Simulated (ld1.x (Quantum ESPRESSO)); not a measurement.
## An all-electron radial function and its pseudo partner (rubidium (Rb))

Columns: radius, all-electron u(r) and pseudo u(r) of the 5p shell (level -0.92 eV) of rubidium in the configuration [Kr] 5s0.75 5p0.25; PBE, scalar-relativistic, TM scheme, ld1.x (Quantum ESPRESSO) 7.5.

```csv
r (bohr),all-electron,pseudo
0.208,-0.0146,-0.0015
0.415,-0.0709,-0.0058
0.622,-0.0037,-0.0128
0.830,0.0746,-0.0219
1.038,0.1226,-0.0327
1.245,0.1379,-0.0446
1.453,0.1280,-0.0571
1.660,0.1017,-0.0698
1.868,0.0657,-0.0827
2.075,0.0251,-0.0958
2.282,-0.0167,-0.1097
2.490,-0.0582,-0.1250
2.698,-0.0980,-0.1420
2.905,-0.1351,-0.1613
3.113,-0.1698,-0.1831
3.320,-0.2014,-0.2068
3.528,-0.2303,-0.2318
3.735,-0.2563,-0.2565
3.943,-0.2798,-0.2798
4.150,-0.3008,-0.3008
4.358,-0.3197,-0.3197
4.565,-0.3363,-0.3363
4.773,-0.3508,-0.3508
4.980,-0.3630,-0.3630
5.188,-0.3732,-0.3732
5.395,-0.3811,-0.3811
```

Problem. How many radial nodes do the two functions have?

Solution. The all-electron 5p function has n − l − 1 = 3 (the table is too coarse to show those close to the nucleus); the pseudo-wave has 0, since the states of the same l below it are removed with the core.

Problem. At about which radius was the pseudo-wave matched?

Solution. 4.15 bohr. The columns agree to 0.0005 from 3.73 bohr on; several derivatives are matched, so the curves merge somewhat inside the radius.

Problem. Is the pseudo-wave norm-conserving?

Solution. Yes: the TM scheme keeps the norm inside the radius equal to the all-electron one, which fixes the energy derivative of the logarithmic derivative at the level.
